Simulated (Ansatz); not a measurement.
Computed with Ansatz on PBE0-D4/def2-TZVP structures; ΔE is electronic, products minus reactants. CCSD(T)/CBS adds triple-zeta CCSD(T) − MP2 to the extrapolated MP2 energy (def2 sets, frozen cores). This one scheme is used for every species. Functionals use def2-TZVPP. def2 core potentials past Kr. For Ta outer-core shells are correlated without core-valence functions, which leaves a few kJ/mol of doubt a bond. One conformer a species, not always the lowest.

`[NH2][Ta]([F])([F])=[S]` + H₂O → `[OH][Ta]([F])([F])=[S]` + NH₃  (formal hydrolysis of a Ta–N bond)

(1) Is it downhill or uphill in electronic energy at CCSD(T)/CBS, and by how much? (An estimate is asked.)

(2) What do these levels give: B97M-V, PBE0-D4, r2SCAN0, CAM-B3LYP, CCSD/def2-SVP, MP2/def2-QZVPP? (An estimate is asked.)

Largest T1 diagnostic among the species: 0.020, so the coupled-cluster value is less sure than usual.

Results:

(1) Ansatz gave: Downhill: ΔE = -40.3 kJ/mol.

(2) Computed: B97M-V -52.2, PBE0-D4 -43.8, r2SCAN0 -47.1, CAM-B3LYP -50.5, CCSD/def2-SVP -47.2, MP2/def2-QZVPP -40.0 kJ/mol.

Leaving LDA and LC-ωPBE aside and taking each functional with its dispersion term where it has one, the values, not all of them listed here, spread over 8.5 kJ/mol, from B97M-V to HSE06-D4. LDA lies +3.0 kJ/mol from PBE without D4. In def2-TZVPP, CCSD(T) changes the Hartree–Fock value by +8.8 kJ/mol (the triples alone add +0.6 kJ/mol) and MP2 by +10.2 kJ/mol. At CCSD(T), def2-SVP lies −6.8 kJ/mol from the extrapolated value and def2-TZVPP −2.4 kJ/mol.
